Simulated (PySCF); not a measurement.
SMILES C=Cc1ccccc1C=C (C10H10), GFN2-xTB optimised geometry. Atoms within 1.6 Å of the plane z = 1.2 Å (x, y, z in Å): C1 (-2.29, -1.55, 0.45), C2 (-1.11, -1.32, -0.12), C3 (-0.35, -0.08, 0.00), C4 (-1.02, 1.14, 0.04), C5 (-0.33, 2.34, 0.07), C6 (1.06, 2.34, 0.04), C7 (1.74, 1.14, 0.00), C8 (1.06, -0.08, 0.00), C9 (1.86, -1.31, 0.03), C10 (1.55, -2.42, 0.69), H11 (-2.75, -0.82, 1.10), H12 (-2.82, -2.47, 0.31), H14 (-2.10, 1.14, 0.01), H15 (-0.87, 3.27, 0.10), H16 (1.60, 3.27, 0.05), H17 (2.82, 1.13, -0.01), H19 (0.65, -2.50, 1.27), H20 (2.21, -3.27, 0.69).

Level of theory: PBE0/def2-SVP (PySCF).

Map of the electrostatic potential (hartree/e), clipped to [-0.08, 0.12] on the plane z = 1.2 Å:

```
|1111111111111111111111111|
|1111111111111111111111111|
|1111111111111111111111111|
|1111111112211111111111111|
|1111111112211111211111111|
|1111111111221112111111111|
|1111111111233233111111111|
|1111111111243233111111111|
|1111111111222122111111111|
|1111112123311112321111111|
|1111122223311112321111111|
|1111222212221112111111111|
|1111246421232233110111111|
|1112499932232233210001111|
|1111499972211223210001111|
|1111289993111245410000111|
|1111249991013899950000111|
|1111236740019999992001111|
|1111233200029999993111111|
|1111122100013789997211111|
|1111111100111223796211111|
|1111111111111112343211111|
|1111111111111111222111111|
|1111111111111111111111111|
|1111111111111111111111111|
```
Scale: ten equal steps from -0.016 (start of '0') to 0.120 (end of '9'), in the order '0123456789'; x runs from -5.50 to 5.50, y from -5.50 (bottom) to 5.50 (top).
